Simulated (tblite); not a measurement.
Record of a relaxation.

Species: C₅H₈B (doublet state).
SMILES with atom numbers: `[BH:1]1[CH:2]=[CH:3][CH:4][CH2:5][CH2:6]1` (hydrogens: H7 on B1; H8 on C2; H9 on C3; H10 on C4; H11, H12 on C5; H13, H14 on C6)
Bond orders are those of one Lewis drawing.

Computed with GFN2-xTB (tblite), gas phase: L-BFGS steps from a force-field or distance-geometry start until the largest atomic force falls under 0.01 eV/Å. 7 of its 70 geometries are shown.

Step 0: E = -432.0763 eV, largest atomic force 2.030 eV/Å
```
atom  x, y, z in Å  |  force x, y, z in eV/Å
B1      0.240    1.400   -0.121   -0.709  -0.172   1.670
C2      1.491    0.509    0.075    0.399   0.883   0.006
C3      1.425   -0.841    0.128   -1.127  -0.280  -0.215
C4      0.088   -1.490   -0.039    0.594   1.823  -0.666
C5     -1.052   -0.623    0.447    0.150  -0.273   0.135
C6     -1.120    0.611   -0.471    1.430   0.757  -0.350
H7      0.076    2.399    0.534    0.509  -0.199  -0.792
H8      2.471    1.017    0.202   -0.508  -0.604  -0.051
H9      2.336   -1.417    0.272   -0.334  -0.176  -0.153
H10    -0.121   -1.705   -1.090    0.351  -1.055   0.320
H11    -2.045   -1.115    0.404    0.655  -0.018   0.315
H12    -0.770   -0.272    1.448   -0.607  -0.219   0.014
H13    -1.013    0.307   -1.516   -0.678  -0.116  -0.036
H14    -2.006    1.219   -0.297   -0.124  -0.349  -0.197
```

Step 12: E = -433.4322 eV, largest atomic force 1.454 eV/Å
```
atom  x, y, z in Å  |  force x, y, z in eV/Å
B1      0.244    1.511    0.066   -0.393  -0.099   0.194
C2      1.448    0.605    0.225    0.179  -0.379  -0.095
C3      1.345   -0.778   -0.020    0.436   0.153  -0.355
C4      0.128   -1.369   -0.124   -0.482  -1.313  -0.397
C5     -1.072   -0.636    0.335    0.059   0.412  -0.011
C6     -1.073    0.746   -0.408   -0.407  -0.650  -0.002
H7      0.243    2.645    0.368    0.059  -0.028  -0.142
H8      2.441    0.977    0.417    0.181   0.089   0.024
H9      2.219   -1.405   -0.226   -0.083   0.399   0.148
H10     0.020   -2.400   -0.543    0.118   0.933   0.546
H11    -1.993   -1.235    0.266    0.250   0.408  -0.213
H12    -0.879   -0.372    1.373   -0.336  -0.154   0.385
H13    -1.025    0.472   -1.460    0.110   0.218  -0.346
H14    -2.046    1.240   -0.291    0.310   0.011   0.265
```

Step 23: E = -433.6224 eV, largest atomic force 0.243 eV/Å
```
atom  x, y, z in Å  |  force x, y, z in eV/Å
B1      0.257    1.500    0.070   -0.087   0.026   0.149
C2      1.479    0.602    0.194   -0.003   0.100  -0.179
C3      1.367   -0.764   -0.096   -0.106  -0.044   0.177
C4      0.148   -1.386   -0.071   -0.066  -0.217  -0.011
C5     -1.089   -0.644    0.304    0.068  -0.184   0.084
C6     -1.068    0.734   -0.360    0.005   0.068  -0.064
H7      0.265    2.653    0.281    0.095  -0.005  -0.061
H8      2.481    0.961    0.395   -0.025   0.077  -0.057
H9      2.269   -1.338   -0.300   -0.190  -0.029   0.063
H10     0.056   -2.442   -0.299    0.074   0.102   0.034
H11    -2.001   -1.200    0.065    0.163  -0.066  -0.133
H12    -1.103   -0.485    1.392    0.055  -0.060  -0.042
H13    -1.051    0.572   -1.441    0.032   0.030  -0.095
H14    -2.011    1.236   -0.157   -0.014   0.202   0.135
```

Step 34: E = -433.6987 eV, largest atomic force 0.139 eV/Å
```
atom  x, y, z in Å  |  force x, y, z in eV/Å
B1      0.281    1.513    0.064    0.076   0.030   0.086
C2      1.507    0.620    0.110   -0.026   0.080  -0.079
C3      1.375   -0.765   -0.043    0.070   0.115   0.035
C4      0.163   -1.393    0.006    0.071  -0.115   0.024
C5     -1.123   -0.687    0.237    0.044   0.009  -0.028
C6     -1.076    0.762   -0.259   -0.035   0.089  -0.039
H7      0.339    2.684    0.172   -0.016  -0.122  -0.038
H8      2.514    1.016    0.185   -0.006  -0.087   0.009
H9      2.262   -1.374   -0.192   -0.048   0.018   0.068
H10     0.130   -2.468   -0.088   -0.060  -0.051  -0.003
H11    -1.931   -1.252   -0.240   -0.034   0.049  -0.012
H12    -1.346   -0.691    1.315    0.088   0.018  -0.054
H13    -1.131    0.734   -1.354   -0.042   0.012  -0.029
H14    -1.965    1.302    0.066   -0.083  -0.046   0.060
```

Step 46: E = -433.7110 eV, largest atomic force 0.042 eV/Å
```
atom  x, y, z in Å  |  force x, y, z in eV/Å
B1      0.284    1.516    0.054   -0.015  -0.026  -0.010
C2      1.507    0.622    0.084    0.020  -0.008  -0.006
C3      1.381   -0.767   -0.020    0.002  -0.015  -0.009
C4      0.172   -1.403    0.003    0.004   0.029   0.030
C5     -1.115   -0.689    0.204   -0.011  -0.004  -0.007
C6     -1.083    0.775   -0.250   -0.017  -0.013  -0.010
H7      0.345    2.682    0.150    0.001   0.012  -0.007
H8      2.519    1.001    0.142    0.013   0.024   0.028
H9      2.273   -1.377   -0.111    0.018  -0.007  -0.002
H10     0.132   -2.481   -0.060   -0.009  -0.012  -0.013
H11    -1.924   -1.239   -0.288   -0.002   0.002   0.012
H12    -1.337   -0.712    1.282    0.004  -0.004  -0.021
H13    -1.183    0.789   -1.343   -0.018  -0.002  -0.004
H14    -1.971    1.283    0.131    0.010   0.025   0.018
```

Step 58: E = -433.7125 eV, largest atomic force 0.032 eV/Å
```
atom  x, y, z in Å  |  force x, y, z in eV/Å
B1      0.286    1.511    0.038    0.009   0.017   0.013
C2      1.511    0.619    0.087   -0.008   0.015  -0.007
C3      1.387   -0.771   -0.017   -0.001   0.015   0.000
C4      0.175   -1.402    0.000   -0.015  -0.006  -0.001
C5     -1.113   -0.690    0.196   -0.021   0.002   0.024
C6     -1.088    0.776   -0.253   -0.001   0.009  -0.004
H7      0.348    2.679    0.130    0.002  -0.023  -0.022
H8      2.520    1.006    0.163   -0.001  -0.010   0.007
H9      2.278   -1.382   -0.101    0.008  -0.002   0.002
H10     0.131   -2.481   -0.062    0.009  -0.001  -0.012
H11    -1.921   -1.243   -0.293    0.007   0.005   0.001
H12    -1.335   -0.714    1.274   -0.002  -0.009  -0.005
H13    -1.220    0.798   -1.341    0.005   0.002  -0.001
H14    -1.960    1.291    0.156    0.010  -0.015   0.004
```

Step 69: E = -433.7134 eV, largest atomic force 0.008 eV/Å
```
atom  x, y, z in Å  |  force x, y, z in eV/Å
B1      0.288    1.512    0.027    0.000   0.006   0.005
C2      1.511    0.619    0.101    0.001   0.003   0.000
C3      1.386   -0.769   -0.011   -0.002   0.000  -0.002
C4      0.175   -1.402   -0.007   -0.005  -0.003  -0.002
C5     -1.113   -0.692    0.198   -0.004   0.005   0.003
C6     -1.089    0.776   -0.243    0.003   0.007  -0.001
H7      0.356    2.682    0.072   -0.005  -0.006  -0.002
H8      2.519    1.003    0.194    0.003   0.000   0.000
H9      2.279   -1.380   -0.093    0.003  -0.002   0.001
H10     0.133   -2.480   -0.088    0.002  -0.002   0.000
H11    -1.922   -1.242   -0.295    0.001  -0.001   0.000
H12    -1.333   -0.725    1.274    0.001  -0.003   0.001
H13    -1.236    0.807   -1.330    0.000  -0.002  -0.003
H14    -1.954    1.290    0.180    0.002  -0.001   0.001
```

Q: Summarise the path.

A: The energy falls by 37.75 kcal/mol from step 0 to step 69; nine tenths of that is first reached at step 16. It falls at every step. The largest force goes from 2.030 to 0.008 eV/Å. Among the bonds C3–C4 changes most, from 1.495 to 1.366 Å; the atoms move by 0.539 Å rms after alignment.

Q: Follow the three bonds and two angles with the largest change from start to end.

A: 
```csv
step,E above end (kcal/mol),largest force (eV/Å),C3–C4 (Å),C2=C3 (Å),B1–H7 (Å),B1–C6–C5 (°),C5–C4–H10 (°)
0,37.75,2.030,1.495,1.353,1.206,103.1,106.1
3,25.86,0.988,1.414,1.368,1.146,100.4,112.8
6,18.85,1.034,1.397,1.376,1.179,98.0,120.7
9,12.14,0.774,1.379,1.404,1.185,102.4,121.4
12,6.49,1.454,1.357,1.409,1.174,106.3,119.7
15,3.89,0.288,1.365,1.403,1.178,105.9,120.8
18,3.20,0.197,1.366,1.403,1.170,106.1,119.9
21,2.62,0.327,1.369,1.400,1.164,107.6,118.4
24,1.83,0.251,1.368,1.403,1.176,109.9,117.9
27,1.23,0.262,1.366,1.404,1.171,111.1,117.9
30,0.74,0.169,1.365,1.398,1.168,112.5,118.0
33,0.44,0.223,1.365,1.400,1.178,113.8,117.7
36,0.23,0.115,1.368,1.399,1.171,114.0,117.0
39,0.12,0.060,1.367,1.399,1.170,113.6,116.7
42,0.08,0.059,1.367,1.400,1.174,113.9,116.8
45,0.06,0.036,1.366,1.399,1.172,114.0,117.1
48,0.04,0.041,1.366,1.399,1.173,114.0,117.1
51,0.03,0.027,1.366,1.399,1.173,114.0,117.0
54,0.03,0.027,1.367,1.399,1.172,113.9,116.8
57,0.02,0.024,1.366,1.399,1.173,113.8,116.8
60,0.01,0.042,1.366,1.399,1.174,113.8,116.8
63,0.01,0.030,1.367,1.399,1.172,113.9,116.9
66,0.00,0.015,1.366,1.399,1.172,114.1,117.0
69,0.00,0.008,1.366,1.399,1.173,114.2,116.9
```

The cost below is that of the whole relaxation. Time: 0.26 s wall. Hardware: an Intel Xeon Platinum 8488C with one thread, no GPU, shared host with 96 logical CPUs at a one-minute load of 20.
